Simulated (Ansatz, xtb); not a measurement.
C4H4ClNO: which of two isomers lies lower

We compare a, `Cc1ncc(Cl)o1`, a singlet, with b, `Cc1ocnc1Cl`, a singlet. Both are isolated molecules in the gas phase, relaxed with PBE-D3(BJ)/def2-SVP.

Estimate E(b) − E(a) at the level CCSD(T)/def2-SVP + ΔMP2/def2-TZVPP.

CCSD(T)/def2-SVP + ΔMP2/def2-TZVPP gives E(b) − E(a) = −0.018 eV, slightly favouring structure b, which is too small a margin to settle the true order.

Level by level:

| level | geometry | E(b) − E(a) (eV) | departure from the last row (eV) | job, with rough time for the two |
| --- | --- | --- | --- | --- |
| GFN2-xTB | GFN2-xTB | +0.010 | +0.028 | optimisation, 0.32 s |
| HF/STO-3G | GFN2-xTB | +0.012 | +0.030 | single point, 1.2 s |
| r2SCAN-D4/def2-SVP | GFN2-xTB | +0.009 | +0.027 | single point, 8.7 s |
| PBE-D3(BJ)/def2-SVP | PBE-D3(BJ)/def2-SVP | −0.049 | −0.031 | optimisation, 2.2 min |
| HF/def2-SVP | PBE-D3(BJ)/def2-SVP | −0.014 | +0.003 | part of the CCSD(T) run |
| MP2/def2-SVP | PBE-D3(BJ)/def2-SVP | −0.062 | −0.044 | part of the CCSD(T) run |
| CCSD(T)/def2-SVP | PBE-D3(BJ)/def2-SVP | −0.047 | −0.029 | single point |
| CCSD(T)/def2-SVP + ΔMP2/def2-TZVPP | PBE-D3(BJ)/def2-SVP | −0.018 |  | single point, 2 min |

As drawn, both hold the same kinds of bond in the same numbers.

The largest departure from CCSD(T)/def2-SVP + ΔMP2/def2-TZVPP is that of MP2/def2-SVP, 0.044 eV. The last row adds to CCSD(T) the change of the MP2 difference between the two basis sets, here +0.029 eV.

With thermal terms from frequencies at re-optimised GFN2-xTB minima (ideal gas, soft modes damped towards free rotors, one conformer each, 298.15 K, 1 atm): on the last row, ΔE + ΔZPE = −0.012, ΔH = −0.013, ΔG = −0.012 eV.

The correlated steps freeze 11 core orbitals. Run with Ansatz 0.2.0, xtb 6.7.1; the last row on 2 threads of Intel(R) Xeon(R) Processor @ 2.50GHz (Skylake/Cascade Lake) on a shared host.
